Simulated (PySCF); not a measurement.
Bonding in `CC#CC1=CCC=CC=C1`

C₁₀H₁₀.
Numbering: `[CH3:1][C:2]#[C:3][C:4]1=[CH:5][CH2:6][CH:7]=[CH:8][CH:9]=[CH:10]1` (hydrogens: H11, H12, H13 on C1; H14 on C5; H15, H16 on C6; H17 on C7; H18 on C8; H19 on C9; H20 on C10)

Geometry (GFN2-xTB, Å), atoms numbered from 1 in this order:
```
atom  x, y, z in Å
C1     4.140    0.342   -0.632
C2     2.734    0.238   -0.310
C3     1.568    0.136   -0.036
C4     0.188    0.054    0.287
C5    -0.355   -1.122    0.659
C6    -1.767   -1.202    1.140
C7    -2.582   -0.968   -0.093
C8    -2.640    0.240   -0.665
C9    -1.836    1.365   -0.274
C10   -0.562    1.286    0.162
H11    4.403   -0.395   -1.391
H12    4.364    1.338   -1.013
H13    4.742    0.160    0.259
H14    0.233   -2.028    0.620
H15   -1.960   -0.408    1.869
H16   -1.983   -2.169    1.589
H17   -3.127   -1.804   -0.510
H18   -3.315    0.405   -1.495
H19   -2.254    2.346   -0.466
H20    0.004    2.199    0.298
```

Bond orders from the PBE0/pcSseg-1 density (PySCF). The structure is a single GFN2-xTB conformer in the gas phase; no vibrational or solvent corrections.

(1) Where do the orders between heavy atoms depart from those drawn in the SMILES?

(2) Set the Mayer orders of the bonds between heavy atoms beside their lengths.

## Answers

(1) The largest departure is 0.689, at C2–C3 (drawn triple, 2.311). Drawn single, order above 1.12: C1–C2 (1.236), C8–C9 (1.175) and C10–C4 (1.173). Drawn double or triple, more than 0.30 short of the drawn order: C2–C3 (2.311).

(2) 
```json
{"bond": "C1–C2", "drawn as": "single", "length (Å)": "1.446", "Mayer order": "1.236"}
{"bond": "C2–C3", "drawn as": "triple", "length (Å)": "1.202", "Mayer order": "2.311"}
{"bond": "C3–C4", "drawn as": "single", "length (Å)": "1.420", "Mayer order": "1.075"}
{"bond": "C4–C5", "drawn as": "double", "length (Å)": "1.348", "Mayer order": "1.706"}
{"bond": "C5–C6", "drawn as": "single", "length (Å)": "1.493", "Mayer order": "1.038"}
{"bond": "C6–C7", "drawn as": "single", "length (Å)": "1.497", "Mayer order": "1.025"}
{"bond": "C7–C8", "drawn as": "double", "length (Å)": "1.338", "Mayer order": "1.778"}
{"bond": "C8–C9", "drawn as": "single", "length (Å)": "1.437", "Mayer order": "1.175"}
{"bond": "C9–C10", "drawn as": "double", "length (Å)": "1.348", "Mayer order": "1.727"}
{"bond": "C10–C4", "drawn as": "single", "length (Å)": "1.447", "Mayer order": "1.173"}
```

By pair of heavy elements: C–C: lowest C6–C7 (1.025, 1.497 Å), highest C2–C3 (2.311, 1.202 Å); in 4 of the 45 pairs the longer bond (by over 0.003 Å) has the higher order (by 0.02 or more).

**Question.** And the bonds to hydrogen?

**Answer.** C–H: 0.93 to 0.96 (10 bonds).

**Question.** Sum the orders of all bonds at each heavy atom with more than one neighbour and set the sums beside the valence in the SMILES.

**Answer.** C1 4.021 (drawn 4), C2 3.547 (drawn 4), C3 3.386 (drawn 4), C4 3.954 (drawn 4), C5 3.701 (drawn 4), C6 3.937 (drawn 4), C7 3.761 (drawn 4), C8 3.906 (drawn 4), C9 3.851 (drawn 4), C10 3.857 (drawn 4). Orders between atoms that aren't bonded are not in these sums.

For a closed shell the Mayer order of atoms A and B is Σ (PS)μν (PS)νμ over the basis functions μ on A and ν on B, with P the density and S the overlap matrix.
